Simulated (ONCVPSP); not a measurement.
# Debugging a pseudopotential input (fluorine, ONCVPSP 4.0.1)

Command:

```bash
oncvpsp.x < F.dat > F.out
```

Input:

```
# ATOM AND REFERENCE CONFIGURATION
# atsym  z   nc   nv     iexc    psfile
  F 9.00    1    2        4      upf
#
#   n    l    f
    1    0    2.00
    2    0    2.00
    2    1    3.00
#
# PSEUDOPOTENTIAL AND OPTIMIZATION
# lmax
    2
#
#   l,   rc,      ep,       ncon, nbas, qcut
    0    0.75    0.00    4    7   11.20
    1    1.70    0.00    4    7    6.80
    2    1.80    0.28    4    9    6.20
#
# LOCAL POTENTIAL
# lloc, lpopt,  rc(5),   dvloc0
    0    5    0.75    0.00
#
# VANDERBILT-KLEINMAN-BYLANDER PROJECTORs
# l, nproj, debl
    0    0    2.60
    1    2    3.30
    2    2    0.90
#
# MODEL CORE CHARGE
# icmod, fcfact, rcfact
    3    5.50    1.05
#
# LOG DERIVATIVE ANALYSIS
# epsh1, epsh2, depsh
   -4.00    5.00    0.02
#
# OUTPUT GRID
# rlmax, drl
    6.00    0.50
#
# TEST CONFIGURATIONS
# ncnf
    4
# nvcnf
#   n    l    f
    2
    2    0    2.00
    2    1    5.00
#
    2
    2    0    2.00
    2    1    4.00
#
    2
    2    0    2.00
    2    1    2.00
#
    2
    2    0    2.00
    2    1    4.50
#
```

This is an input that runs to its end, with one change: drl set to 0.5 bohr.

Problem. How does the run end?

Solution. The program runs through. Ghost flags: none; the largest excitation error among the 4 tests with output is 936 meV, as for the unchanged input.

```
    Total energies and differences
      AE_ref= -9.76211871D+01  AE_tst= -9.97443626D+01  dif= -2.12D+00
      PS_ref= -2.14007108D+01  PS_tst= -2.35582698D+01  dif= -2.16D+00
      PSP excitation error=  3.44D-02

Test configuration 2

   n   l     f        eae           eps        diff
   1   0  2.0000  -25.14104769
   2   0  2.0000   -1.74146106   -1.74382313   -2.36D-03
   2   1  4.0000   -1.04032161   -1.06155635   -2.12D-02

    Total energies and differences
      AE_ref= -9.76211871D+01  AE_tst= -9.90317940D+01  dif= -1.41D+00
      PS_ref= -2.14007108D+01  PS_tst= -2.28244867D+01  dif= -1.42D+00
      PSP excitation error=  1.32D-02

Test configuration 3

   n   l     f        eae           eps        diff
   1   0  2.0000  -27.24451375
   2   0  2.0000   -3.35182559   -3.32989503    2.19D-02
   2   1  2.0000   -2.67390524   -2.61848055    5.54D-02

    Total energies and differences
      AE_ref= -9.76211871D+01  AE_tst= -9.53928083D+01  dif=  2.23D+00
      PS_ref= -2.14007108D+01  PS_tst= -1.91967685D+01  dif=  2.20D+00
      PSP excitation error=  2.44D-02

Test configuration 4

   n   l     f        eae           eps        diff
   1   0  2.0000  -24.73357002
   2   0  2.0000   -1.40406893   -1.40209263    1.98D-03
   2   1  4.5000   -0.70677430   -0.72873034   -2.20D-02

    Total energies and differences
      AE_ref= -9.76211871D+01  AE_tst= -9.94671589D+01  dif= -1.85D+00
      PS_ref= -2.14007108D+01  PS_tst= -2.32709028D+01  dif= -1.87D+00
      PSP excitation error=  2.42D-02
```
